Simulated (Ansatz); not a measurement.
Geometry optimisation, RKS PBE-D4/6-31G* (Ansatz 0.2.0).

Input:

```yaml
crystal:
  periodic: [false, false, false]
  atoms:
    - { symbol: B, position_ang: [0.0, 0.0, 0.0] }
    - { symbol: H, position_ang: [0.0, 0.0, 1.54] }
    - { symbol: F, position_ang: [1.1431, 0.0, -0.66] }
    - { symbol: O, position_ang: [-1.2211, 0.0, -0.705] }
    - { symbol: H, position_ang: [-1.7308, -0.8467, -0.4965] }
    - { symbol: P, position_ang: [0.0991, 2.0949, 0.6969] }
    - { symbol: H, position_ang: [0.6595, 2.1347, 2.001] }
    - { symbol: H, position_ang: [0.9104, 2.8515, -0.1895] }
    - { symbol: H, position_ang: [0.0413, 0.873, 1.6712] }
basis:
  gaussian: { orbitals: "6-31G*" }
hamiltonian:
  xc: pbe
  dispersion: d4
relax:
  f_tol: 0.15
  max_steps: 25
  restrain:
    - { distance: [0, 5], at: 1.91, k: 30.0 }
    - { distance: [8, 1], at: 0.66, k: 30.0 }
    - { distance: [0, 1], at: 2.39, k: 30.0 }
    - { distance: [8, 5], at: 2.62, k: 30.0 }
```

Run as:

```bash
$ ansatz run input.yaml --threads 1 --pin off --max-ram 2048MiB --backend cpu --events-out ev --progress --plain --runs-dir out
```

Task: Where does it end, and by what steps?

Result: It converged. The restraints hold the end off the free minimum; the threshold counts their pulls, which the force column leaves out. Restrained pairs: B1–P6 (2.21 → 1.92 Å), H2–H9 (0.88 → 0.71 Å), B1–H2 (1.54 → 2.40 Å), P6–H9 (1.56 → 2.63 Å). After 20 steps the energy has fallen by 5.074 eV (the restraints' own energy left out); H7 moved furthest, 1.50 Å.

```json
{"step": "0", "energy less start (eV)": "0.0000", "largest force component (eV/Å)": "4.080", "accepted": "yes"}
{"step": "1", "energy less start (eV)": "-1.5907", "largest force component (eV/Å)": "5.963", "accepted": "yes"}
{"step": "2", "energy less start (eV)": "-2.7303", "largest force component (eV/Å)": "5.025", "accepted": "yes"}
{"step": "3", "energy less start (eV)": "-3.8253", "largest force component (eV/Å)": "2.998", "accepted": "yes"}
{"step": "4", "energy less start (eV)": "-4.5064", "largest force component (eV/Å)": "2.015", "accepted": "yes"}
{"step": "5", "energy less start (eV)": "-4.7376", "largest force component (eV/Å)": "1.764", "accepted": "yes"}
{"step": "6", "energy less start (eV)": "-4.7912", "largest force component (eV/Å)": "1.967", "accepted": "yes"}
{"step": "7", "energy less start (eV)": "-4.8283", "largest force component (eV/Å)": "1.614", "accepted": "yes"}
{"step": "8", "energy less start (eV)": "-4.9099", "largest force component (eV/Å)": "1.632", "accepted": "yes"}
{"step": "9", "energy less start (eV)": "-4.9357", "largest force component (eV/Å)": "1.496", "accepted": "yes"}
{"step": "10", "energy less start (eV)": "-4.9663", "largest force component (eV/Å)": "1.238", "accepted": "yes"}
{"step": "11", "energy less start (eV)": "-5.0018", "largest force component (eV/Å)": "0.914", "accepted": "yes"}
{"step": "12", "energy less start (eV)": "-5.0068", "largest force component (eV/Å)": "1.436", "accepted": "yes"}
{"step": "13", "energy less start (eV)": "-5.0468", "largest force component (eV/Å)": "0.725", "accepted": "no"}
{"step": "14", "energy less start (eV)": "-5.0212", "largest force component (eV/Å)": "1.452", "accepted": "yes"}
{"step": "15", "energy less start (eV)": "-5.0468", "largest force component (eV/Å)": "1.197", "accepted": "yes"}
{"step": "16", "energy less start (eV)": "-5.0830", "largest force component (eV/Å)": "0.667", "accepted": "no"}
{"step": "17", "energy less start (eV)": "-5.0520", "largest force component (eV/Å)": "1.374", "accepted": "yes"}
{"step": "18", "energy less start (eV)": "-5.0641", "largest force component (eV/Å)": "1.404", "accepted": "yes"}
{"step": "19", "energy less start (eV)": "-5.0752", "largest force component (eV/Å)": "1.375", "accepted": "yes"}
{"step": "20", "energy less start (eV)": "-5.0742", "largest force component (eV/Å)": "1.449", "accepted": "yes"}
```

```xyz
9
Properties=species:S:1:pos:R:3
B -0.017 0.518 -0.078
H -0.151 -0.319 2.169
F 0.909 -0.458 0.056
O -1.151 0.270 -0.791
H -1.133 -0.633 -1.176
P 0.164 2.226 0.787
H 1.596 2.203 0.834
H 0.082 3.019 -0.406
H -0.396 0.281 2.463
```

Time of the run: 55 s on 1 thread of Arm Neoverse V1, with other jobs on the host, peak memory 0.16 GiB.
